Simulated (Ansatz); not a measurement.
Reaction (ligand exchange at the Si–S bond): `[SiH3]S[SiH2]Cl` + `[OH][Sn][O][SiH3]` → `[SiH3][O][Sn][O][SiH3]` + `S[SiH2]Cl`

Gas-phase electronic energies from Ansatz, PBE0-D4/def2-TZVP geometries. CCSD(T)/CBS is the MP2 limit (def2-TZVPP, def2-QZVPP) plus CCSD(T) − MP2 in def2-TZVPP, frozen cores. Functionals use def2-TZVPP. def2 core potentials past Kr. For Sn outer-core shells are correlated without core-valence functions, which leaves a few kJ/mol of doubt a bond. One conformer a species, not always the lowest.

`[SiH3]S[SiH2]Cl`:

Cartesian coordinates in Å:
```
Si -1.090 1.062 -0.544
S -0.965 -0.322 1.092
Si 0.921 -1.164 0.624
Cl 2.408 0.255 0.578
H -0.470 0.460 -1.751
H -2.535 1.306 -0.768
H -0.408 2.335 -0.213
H 0.908 -1.798 -0.712
H 1.231 -2.135 1.695
```

`[OH][Sn][O][SiH3]`:

```xyz
8

O    -0.455    0.127   -2.410
Sn    1.082    1.182   -1.768
O     0.949    0.698    0.156
Si    0.061   -0.190    1.192
H    -0.938   -0.373   -1.745
H    -0.521    0.672    2.256
H    -1.073   -0.871    0.491
H     0.895   -1.246    1.827
```

`[SiH3][O][Sn][O][SiH3]`:

```xyz
11

Si    0.323    0.017    1.981
O    -1.004    0.829    1.483
Sn   -2.035    1.563   -0.029
O    -1.024    0.729   -1.501
Si    0.108   -0.348   -1.975
H     0.038   -1.439    2.090
H     0.742    0.522    3.316
H     1.457    0.204    1.032
H    -0.264   -0.909   -3.302
H     0.220   -1.475   -1.005
H     1.440    0.306   -2.091
```

`S[SiH2]Cl`:

Z-matrix (Å, degrees):
```
Si
Cl 1 2.054
S 1 2.120 2 112.9
H 1 1.478 2 108.5 3 -116.6
H 1 1.479 2 106.5 3 122.3
H 3 1.344 1 94.3 2 70.4
```

CCSD(T)/CBS gives -9.8 kcal/mol.

Another level gave -15.5 kcal/mol. Which?
A. PBE0/def2-TZVPP
B. PBE-D4/def2-TZVPP
C. SCS-MP2/def2-TZVPP
D. HF/def2-TZVPP

D. HF/def2-TZVPP -15.5, PBE0 -7.4, SCS-MP2/def2-TZVPP -11.3, PBE-D4 -6.1 kcal/mol.

Largest T1 diagnostic among the species: 0.016.

From PBE to PBE0 (25 % exact exchange), in def2-TZVPP and without D4, ΔE moves by −1.2 kcal/mol. In def2-TZVPP, CCSD(T) changes the Hartree–Fock value by +4.9 kcal/mol (the triples alone add +1.0 kcal/mol) and MP2 by +5.8 kcal/mol.
